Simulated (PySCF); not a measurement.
Isomers of C8H18O, mass 130.136 u with the commonest isotopes. Theory: PBE0-D3(BJ)/def2-SVP geometry optimisation, gas phase (PySCF 2.14.0). One conformer each, none proved a minimum here; rigid rotors.

Task: Order these by dipole moment, smallest first.
A. `[CH3:1][CH2:2][CH2:3][CH2:4][O:5][CH2:6][CH2:7][CH2:8][CH3:9]` with C1–C2–C3–C4 -178°, C2–C3–C4–O5 61°, C3–C4–O5–C6 -176°, C4–O5–C6–C7 -177°, O5–C6–C7–C8 61°
B. `[CH3:1][CH2:2][CH2:3][CH2:4][CH2:5][CH2:6][C@H:7]([CH3:8])[OH:9]` with C1–C2–C3–C4 180°, C2–C3–C4–C5 180°, C3–C4–C5–C6 180°, C4–C5–C6–C7 -175°, C5–C6–C7–C8 -63° (2-octanol)
C. `CC(C)(C)OC(C)(C)C`
D. `[CH3:1][CH2:2][C@@H:3]([CH3:4])[CH2:5][C@H:6]([OH:7])[CH2:8][CH3:9]` with C1–C2–C3–C4 169°, C2–C3–C5–C6 167°, C3–C5–C6–O7 -56°, C5–C6–O7–H -60°, C5–C6–C8–C9 -178°

Result: A (0.96 D), C (1.08 D), D (1.40 D), B (1.60 D).

Task: Order these by out-of-plane moment Σ m c² = (Ia + Ib − Ic)/2, largest first.
A. `[CH3:1][CH2:2][C@@H:3]([CH3:4])[O:5][C@@H:6]([CH3:7])[CH2:8][CH3:9]` with C1–C2–C3–C4 177°, C2–C3–O5–C6 153°, C3–O5–C6–C7 150°, O5–C6–C8–C9 172°
B. `[CH3:1][CH2:2][CH2:3][C@@H:4]([CH3:5])[O:6][CH:7]([CH3:8])[CH3:9]` with C1–C2–C3–C4 179°, C2–C3–C4–C5 177°, C3–C4–O6–C7 153°, C4–O6–C7–C8 -84°
C. `[CH3:1][CH2:2][C@@H:3]([CH3:4])[CH2:5][C@H:6]([OH:7])[CH2:8][CH3:9]` with C1–C2–C3–C4 169°, C2–C3–C5–C6 167°, C3–C5–C6–O7 -56°, C5–C6–O7–H -60°, C5–C6–C8–C9 -178°
D. `CC(C)(OC(C)(C)C)C`
E. `[CH3:1][CH2:2][CH2:3][C@:4]([CH3:5])([CH2:6][CH3:7])[O:8][CH3:9]` with C1–C2–C3–C4 171°, C2–C3–C4–C5 -177°, C3–C4–C6–C7 178°, C3–C4–O8–C9 -67°
F. `[CH3:1][C:2]([CH3:3])([CH3:4])[CH2:5][CH2:6][CH2:7][CH2:8][OH:9]` with C2–C5–C6–C7 180°, C5–C6–C7–C8 180°, C6–C7–C8–O9 177°, C7–C8–O9–H 60°
G. `[CH3:1][CH2:2][CH2:3][CH2:4][CH2:5][CH2:6][C@H:7]([CH3:8])[OH:9]` with C1–C2–C3–C4 180°, C2–C3–C4–C5 180°, C3–C4–C5–C6 180°, C4–C5–C6–C7 -175°, C5–C6–C7–C8 -63° (2-octanol)
H. `[CH3:1][CH2:2][CH2:3][CH2:4][O:5][CH2:6][CH2:7][CH2:8][CH3:9]` with C1–C2–C3–C4 -178°, C2–C3–C4–O5 61°, C3–C4–O5–C6 -176°, C4–O5–C6–C7 -177°, O5–C6–C7–C8 61° (n-Bu2O)
I. `[CH3:1][CH2:2][CH2:3][CH2:4][CH2:5][CH2:6][CH2:7][CH2:8][OH:9]` with C1–C2–C3–C4 180°, C2–C3–C4–C5 180°, C3–C4–C5–C6 180°, C4–C5–C6–C7 180°, C5–C6–C7–C8 -175°

Result: D (106.82 u·Å²), E (80.92 u·Å²), A (70.11 u·Å²), F (62.03 u·Å²), C (60.97 u·Å²), B (52.65 u·Å²), H (40.30 u·Å²), I (22.60 u·Å²), G (19.86 u·Å²).

Task: Order these by radius of gyration √(Σ m r²/M), largest first.
A. `CC(C)(C)OC(C)(C)C`
B. `[CH3:1][CH2:2][CH2:3][C@:4]([CH3:5])([CH2:6][CH3:7])[O:8][CH3:9]` with C1–C2–C3–C4 171°, C2–C3–C4–C5 -177°, C3–C4–C6–C7 178°, C3–C4–O8–C9 -67°
C. `[CH3:1][CH2:2][CH2:3][CH2:4][CH2:5][CH2:6][CH2:7][CH2:8][OH:9]` with C1–C2–C3–C4 180°, C2–C3–C4–C5 180°, C3–C4–C5–C6 180°, C4–C5–C6–C7 180°, C5–C6–C7–C8 -175°
D. `[CH3:1][CH2:2][C@@H:3]([CH3:4])[CH2:5][C@H:6]([OH:7])[CH2:8][CH3:9]` with C1–C2–C3–C4 169°, C2–C3–C5–C6 167°, C3–C5–C6–O7 -56°, C5–C6–O7–H -60°, C5–C6–C8–C9 -178°
E. `[CH3:1][CH2:2][CH2:3][CH2:4][CH2:5][CH2:6][C@H:7]([CH3:8])[OH:9]` with C1–C2–C3–C4 180°, C2–C3–C4–C5 180°, C3–C4–C5–C6 180°, C4–C5–C6–C7 -175°, C5–C6–C7–C8 -63° (2-octanol)
F. `[CH3:1][CH2:2][CH2:3][C@@H:4]([CH3:5])[O:6][CH:7]([CH3:8])[CH3:9]` with C1–C2–C3–C4 179°, C2–C3–C4–C5 177°, C3–C4–O6–C7 153°, C4–O6–C7–C8 -84°
G. `[CH3:1][C:2]([CH3:3])([CH3:4])[CH2:5][CH2:6][CH2:7][CH2:8][OH:9]` with C2–C5–C6–C7 180°, C5–C6–C7–C8 180°, C6–C7–C8–O9 177°, C7–C8–O9–H 60° (5,5-dimethylhexan-1-ol)
H. `[CH3:1][CH2:2][CH2:3][CH2:4][O:5][CH2:6][CH2:7][CH2:8][CH3:9]` with C1–C2–C3–C4 -178°, C2–C3–C4–O5 61°, C3–C4–O5–C6 -176°, C4–O5–C6–C7 -177°, O5–C6–C7–C8 61° (n-Bu2O)
I. `[CH3:1][CH2:2][C@@H:3]([CH3:4])[O:5][C@@H:6]([CH3:7])[CH2:8][CH3:9]` with C1–C2–C3–C4 177°, C2–C3–O5–C6 153°, C3–O5–C6–C7 150°, O5–C6–C8–C9 172° (s-Bu2O)

Result: C (3.269 Å), E (3.118 Å), H (2.810 Å), G (2.770 Å), D (2.495 Å), F (2.406 Å), I (2.335 Å), B (2.237 Å), A (2.083 Å).

```tsv
SMILES	point group	Ia (u·Å²)	Ib (u·Å²)	Ic (u·Å²)	κ	μa (D)	μb (D)	μc (D)
CC[C@@H](C)C[C@H](O)CC	C1	183.89	687.06	749.00	-0.94	0.33	0.97	0.96
CCCCCC[C@H](C)O	C1	91.46	1193.90	1245.65	-0.99	1.00	0.60	1.09
CC(C)(C)OC(C)(C)C	C2	217.77	453.81	457.94	-0.98	0.00	0.00	1.08
CC(C)(C)CCCCO	–	133.96	926.52	936.41	-1.00	1.17	0.32	1.11
CCC[C@@H](C)OC(C)C	C1	236.19	570.06	700.96	-0.77	0.43	0.28	0.99
CC[C@@H](C)O[C@@H](C)CC	C1	239.25	540.68	639.71	-0.78	0.33	0.07	1.04
CCC[C@](C)(CC)OC	C1	247.83	484.23	570.22	-0.73	0.34	0.37	0.94
CCCCOCCCC	C2	181.41	886.13	986.94	-0.95	0.00	0.96	0.01
CCCCCCCCO	C1	77.15	1336.12	1368.07	-1.00	0.27	1.19	0.85
```
